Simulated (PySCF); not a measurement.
Molfile (atoms numbered from 1):
```
C5H11NO2Si
     RDKit          3D

 20 20  0  0  0  0  0  0  0  0999 V2000
    2.8061   -0.9103   -0.0954 C   0  0  0  0  0  0  0  0  0  0  0  0
    1.9872   -0.2688    0.8533 O   0  0  0  0  0  0  0  0  0  0  0  0
    0.8292    0.2682    0.3149 C   0  0  2  0  0  0  0  0  0  0  0  0
   -0.3123    0.5618    1.2066 C   0  0  1  0  0  0  0  0  0  0  0  0
   -1.3717    2.0941    0.8488 Si  0  0  0  0  0  4  0  0  0  0  0  0
   -0.4177   -0.6110    0.2579 C   0  0  1  0  0  0  0  0  0  0  0  0
   -1.3084   -0.4066   -0.8906 C   0  0  0  0  0  0  0  0  0  0  0  0
   -1.6541   -1.5022   -1.6032 N   0  0  0  0  0  0  0  0  0  0  0  0
   -1.7019    0.7080   -1.2034 O   0  0  0  0  0  0  0  0  0  0  0  0
    2.3016   -1.7763   -0.5408 H   0  0  0  0  0  0  0  0  0  0  0  0
    3.0956   -0.2215   -0.8979 H   0  0  0  0  0  0  0  0  0  0  0  0
    3.6947   -1.2426    0.4374 H   0  0  0  0  0  0  0  0  0  0  0  0
    0.9960    0.9120   -0.5473 H   0  0  0  0  0  0  0  0  0  0  0  0
   -0.1562    0.2914    2.2416 H   0  0  0  0  0  0  0  0  0  0  0  0
   -2.7924    1.7661    0.8170 H   0  0  0  0  0  0  0  0  0  0  0  0
   -0.8483    2.9204   -0.2284 H   0  0  0  0  0  0  0  0  0  0  0  0
   -1.1751    2.8706    2.0929 H   0  0  0  0  0  0  0  0  0  0  0  0
   -0.3135   -1.6194    0.6390 H   0  0  0  0  0  0  0  0  0  0  0  0
   -1.3752   -2.4263   -1.3283 H   0  0  0  0  0  0  0  0  0  0  0  0
   -2.2887   -1.3968   -2.3773 H   0  0  0  0  0  0  0  0  0  0  0  0
  1  2  1  0
  2  3  1  0
  3  4  1  0
  4  5  1  0
  4  6  1  0
  6  7  1  0
  7  8  1  0
  7  9  2  0
  6  3  1  0
  1 10  1  0
  1 11  1  0
  1 12  1  0
  3 13  1  6
  4 14  1  1
  5 15  1  0
  5 16  1  0
  5 17  1  0
  6 18  1  1
  8 19  1  0
  8 20  1  0
M  END
```

All values are calculated (PySCF): PBE0/pcSseg-1 with gauge-including orbitals, structure optimised with GFN2-xTB. Single conformer, no solvent, equivalent nuclei averaged, no relativistic terms.

List the cross peaks expected in HSQC, COSY and HMBC spectra.

Results:



HSQC (one-bond C–H):
```csv
δH,δC
3.54 (H10/H11/H12),61.0 (C1)
2.92 (H13),73.7 (C3)
1.29 (H18),25.7 (C6)
1.00 (H14),12.5 (C4)
```

COSY cross peaks (H two or three bonds apart, from the bond graph; peaks can be absent where the dihedral angle is near 90°):
```csv
δH,δH
5.09 (H19),4.76 (H20)
4.15 (H15/H16/H17),1.00 (H14)
2.92 (H13),1.29 (H18)
2.92 (H13),1.00 (H14)
1.29 (H18),1.00 (H14)
```

HMBC (two and three bonds, from the bond graph):
```csv
δH,δC
5.09 (H19),"177.5 (C7), 25.7 (C6)"
4.76 (H20),"177.5 (C7), 25.7 (C6)"
4.15 (H15/H16/H17),"73.7 (C3), 25.7 (C6), 12.5 (C4)"
3.54 (H10/H11/H12),73.7 (C3)
2.92 (H13),"177.5 (C7), 61.0 (C1), 25.7 (C6), 12.5 (C4)"
1.29 (H18),"177.5 (C7), 73.7 (C3), 12.5 (C4)"
1.00 (H14),"177.5 (C7), 73.7 (C3), 25.7 (C6)"
```

Shifts are taken against calculated references (same method and geometry level): TMS for 1H (σ = 31.72 ppm), 13C (σ = 186.93 ppm).

Short H···H contacts in this conformer between protons four or more bonds apart (candidates for NOE cross peaks, intensity ∝ r⁻⁶): H11···H13 2.41 Å, H13···H16 2.75 Å.

Exchangeable OH/NH protons stand at their gas-phase positions; hydrogen bonding in a real sample shifts them, mostly to higher δ. The two substituents on the amide-type nitrogen aren't averaged: C–N rotation is slow on the NMR time scale. Shifts are as computed. Against solution values, carbons near 30 ppm lie about +3 ppm off and those near 130 ppm about +5 ppm. Of 1211 compounds with measured shifts, 218 miss one by over three times the rms of a fit or turn the order of signals round; such compounds aren't used in these exercises. The C=O carbon of an acid or of an amide with N–H lies up to 10 ppm further downfield in solution, through hydrogen bonding that the calculation lacks.
